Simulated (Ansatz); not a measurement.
C2H4FNSi can be A, `C[SiH]1N=C1F`, or B, `FC1C=N[SiH2]1`.

Computed with Ansatz on PBE0-D4/def2-TZVP structures; ΔE is electronic, products minus reactants. CCSD(T)/CBS adds triple-zeta CCSD(T) − MP2 to the extrapolated MP2 energy (def2 sets, frozen cores). DFT in def2-TZVPP. B3LYP here is the variant with VWN-RPA as its local correlation; programs differ in this.

A:

Z-matrix (Å, degrees):
```
C
Si 1 1.849
H 1 1.094 2 110.0
H 1 1.091 2 110.8 3 -120.3
H 1 1.093 2 110.7 3 118.9
N 2 1.799 1 120.3 3 86.4
C 2 1.768 1 124.4 3 135.7
H 2 1.480 1 113.5 3 -60.0
F 7 1.318 2 161.4 1 80.0
```

B:

```xyz
9

F     0.008   -1.971   -0.598
C     0.382   -0.817    0.055
C     0.781    0.341   -0.835
N     0.177    1.422   -0.501
Si   -0.874    0.511    0.620
H     1.175   -1.064    0.769
H     1.517    0.281   -1.646
H    -0.915    0.970    2.034
H    -2.250    0.327    0.102
```

Question: Which isomer does CCSD(T)/CBS put lower? Give the gap. (Best estimate.)

Answer: Ansatz gave: A, by 5.7 kcal/mol.

Question: Give E(B) − E(A) in kcal/mol with ωB97M-V, MP2/def2-TZVPP, CCSD/def2-TZVPP, r2SCAN-D4, BLYP-D4, B3LYP-D4, PBE0-D4. (Estimate.)

Answer: The calculation gave: ωB97M-V 6.8, MP2/def2-TZVPP 7.7, CCSD/def2-TZVPP 5.0, r2SCAN-D4 9.3, BLYP-D4 7.8, B3LYP-D4 6.7, PBE0-D4 6.9. None reverses the order clearly.

Question: Does the order hold for the free energy at 298.15 K (harmonic terms from PBE0-D4)? (Estimate.)

Answer: Computed: Yes: G(B) − G(A) = +6.1 kcal/mol.

Largest T1 diagnostic: 0.014.

From r2SCAN to r2SCAN0 (25 % exact exchange), in def2-TZVPP and without D4, E(B) − E(A) moves by −1.5 kcal/mol. In def2-TZVPP, CCSD(T) changes the Hartree–Fock value by +3.5 kcal/mol (the triples alone add +0.8 kcal/mol) and MP2 by +5.4 kcal/mol.
